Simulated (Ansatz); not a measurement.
All numbers were calculated with Ansatz.

A structure relaxed at PBE0-D4/def2-TZVP, charge 0, multiplicity 1:

Cartesian coordinates in Å:
```
F -1.328 -2.534 0.820
Ge -1.118 -1.103 -0.130
O 0.299 -0.340 0.553
Ge 1.170 1.152 0.138
H -0.862 -1.561 -1.572
H -2.370 -0.241 0.086
H 0.209 2.345 0.289
H 1.667 1.049 -1.315
H 2.333 1.232 1.131
```

(1) Give its formula and SMILES.

(2) Point group (tolerance 0.08 Å, 0.16 Å for H)?

(3) Summarise the bond lengths by kind.

Results:

(1) FGe2H5O, `[F][GeH2][O][GeH3]`.

(2) Cs.

(3) 1 × F–Ge 1.730 Å; 2 × Ge–O 1.749 to 1.776 Å; 5 × Ge–H 1.531 to 1.540 Å.
